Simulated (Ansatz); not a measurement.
`[NH2][Sn][Cl]` + CH₃OH → `C[O][Sn][Cl]` + NH₃ at 600 K and 1 bar (ligand exchange at the Sn–N bond).

Isolated molecules relaxed with PBE0-D4/def2-TZVP in Ansatz; ΔE leaves out vibrations. CCSD(T)/CBS adds triple-zeta CCSD(T) − MP2 to the extrapolated MP2 energy (def2 sets, frozen cores). This one scheme is used for every species. Elements past krypton have def2 core potentials. For Sn outer-core shells are correlated without core-valence functions, which leaves a few kJ/mol of doubt a bond. One conformer a species, not always the lowest.

```csv
species,CCSD(T)/CBS energy (Eh),H − E (kJ/mol),S (J/(mol·K))
`[NH2][Sn][Cl]`,-729.78832,105.9,362.1
CH₃OH,-115.61712,163.6,277.3
`C[O][Sn][Cl]`,-788.90874,157.8,409.3
NH₃,-56.50880,112.4,219.5
```

H − E and S are ideal-gas, rigid-rotor, harmonic terms from PBE0-D4/def2-TZVP, for one conformer and one mirror image of each species. 1 Eh = 2625.50 kJ/mol, R = 8.31446 J/(mol·K).

Problem. By hand: ΔE, ΔH, ΔS and ΔG.

Solution. ΔE = (-788.90874) + (-56.50880) − (-729.78832) − (-115.61712) = -0.01210 Eh = -31.8 kJ/mol. Δ(H − E) = 157.8 + 112.4 − 105.9 − 163.6 = 0.7, so ΔH = -31.1 kJ/mol. ΔS = 409.3 + 219.5 − 362.1 − 277.3 = -10.6 J/(mol·K). ΔG = -31.1 − 600 × (-10.6)/1000 = -24.7 kJ/mol.

Problem. By hand: the equilibrium constant, and the temperature at which ΔG would vanish if ΔH and ΔS stayed fixed.

Solution. log₁₀ K = −ΔG/(RT ln 10) = 2.2. ΔG = 0 at ΔH/ΔS = 2934 K, far beyond where these terms or the molecules hold.

The number of gas molecules stays the same, so ΔS is small and ΔH decides. A doubt of 5 kJ/mol in ΔE shifts log₁₀ K by 0.4 here. Other conformers and mirror images would add mixing entropy, several J/(mol·K) or more a flexible species. These are equilibria of isolated gas molecules and say nothing of rates. Largest T1 diagnostic: 0.017 (customary marks: 0.02 for closed shells, 0.045 for open ones).
